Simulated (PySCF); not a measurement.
**How methods differ on the ionisation energy of Ar⁺**

Ar⁺ [Ne] 3s2 3p5 [3p1/2^2 3p3/2^3, M_J = 3/2] → Ar²⁺ [Ne] 3s2 3p4 [3p1/2^2 3p3/2^2, M_J = 2], as a difference of total energies. Computed with PySCF 2.14 in x2c-TZVPPall-2c, with the two-component X2C-1e Hamiltonian. Correlated levels: [Ne] frozen; the 6 highest virtual spinors dropped. "Screened" scales the spin-orbit matrix elements by Boettger's factors to mimic the two-electron term; Breit and QED terms are absent.

```csv
method,ionisation energy (eV),error (eV)
GHF (spin-free),26.384,-1.246
GMP2 (spin-free),27.340,-0.290
GHF (screened spin-orbit),26.371,-1.259
GMP2 (screened spin-orbit),27.328,-0.302
```

Reference: 27.630 eV (measured; NIST Atomic Spectra Database, ionization energies).

Errors of the correlated levels include the incompleteness of this basis and the frozen core.

The labels give the starting determinants; with spin-orbit coupling the two ends relaxed to ⟨J²⟩ = 3.76, ⟨L²⟩ = 2.01, ⟨S²⟩ = 0.75 and ⟨J²⟩ = 6.01, ⟨L²⟩ = 2.02, ⟨S²⟩ = 2.00.
